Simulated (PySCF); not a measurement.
A calculated (LDA, PySCF 2.14, x2c-QZVPPall, scalar relativity by spin-free X2C-1e) atom or ion has these occupied shells.

```
shell  electrons  orbital energy (eV)  rms radius, mean of both spins (bohr)
 1s α          1              -8831.6                                 0.0603
 1s β          1              -8831.5                                 0.0603
 2s α          1              -1067.4                                  0.256
 2s β          1              -1066.7                                  0.256
 2p α          3              -923.40                                  0.229
 2p β          3              -922.89                                  0.229
 3s α          1              -121.66                                  0.764
 3s β          1              -120.44                                  0.764
 3p α          3              -79.440                                  0.811
 3p β          3              -78.236                                  0.811
 3d α          5              -12.115                                   1.10
 3d β          4              -10.836                                   1.10
 4s α          1               -7.733                                   2.80
 4p α          1               -2.671                                   4.03
```

Question: Name the element and its charge.

Answer: Cu (copper, neutral), in [Ar] 3d9 4s1 4p1, one real determinant (an excited configuration).
